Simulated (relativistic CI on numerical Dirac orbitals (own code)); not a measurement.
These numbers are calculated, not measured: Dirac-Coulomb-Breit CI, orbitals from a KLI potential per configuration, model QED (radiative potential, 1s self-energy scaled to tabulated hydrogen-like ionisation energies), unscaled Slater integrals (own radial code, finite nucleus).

Configuration list: 1s2, 1s.2s, 1s.2p, 1s.3s, 1s.3p, 1s.3d, 1s.4s, 1s.4p, 1s.4d, 1s.4f, 1s.5s, 1s.5p, 1s.5d, 1s.5f, 1s.5g, 1s.6s, 1s.6p, 1s.6d. Levels of other configurations are missing.

At this charge energies of transitions that change n are usually good to better than 1 %, and those within a shell (Δn = 0) to a few per cent.

Outline of the computed level scheme of P XIV. Lowest level of each configuration: 1s2 1S_0 at 0.00 eV; 1s.2s 3S_1 at 2123.32 eV; 1s.2p 3P°_0 at 2138.62 eV; 1s.3s 3S_1 at 2511.98 eV; 1s.3p 3P°_0 at 2516.19 eV; 1s.3d 3D_1 at 2518.93 eV; 1s.4s 3S_1 at 2645.85 eV; 1s.4p 3P°_0 at 2647.59 eV; 1s.4d 3D_1 at 2648.72 eV.

Some strong electric-dipole decays among the lowest 27 levels: 1s.2p 1P°_1 → 1s2 1S_0 (5.1e+13 s⁻¹); 1s.3p 1P°_1 → 1s2 1S_0 (1.5e+13 s⁻¹); 1s.4p 1P°_1 → 1s2 1S_0 (6.3e+12 s⁻¹); 1s.3d 3D_3 → 1s.2p 3P°_2 (2.5e+12 s⁻¹); 1s.3d 1D_2 → 1s.2p 1P°_1 (2.2e+12 s⁻¹); 1s.3d 3D_2 → 1s.2p 3P°_1 (1.7e+12 s⁻¹); 1s.3d 3D_1 → 1s.2p 3P°_0 (1.4e+12 s⁻¹); 1s.3d 3D_1 → 1s.2p 3P°_1 (1.1e+12 s⁻¹).

LS names give the leading component of a level, which can be under half, so a name can repeat, a term be missing and a line seem to break the LS rules.
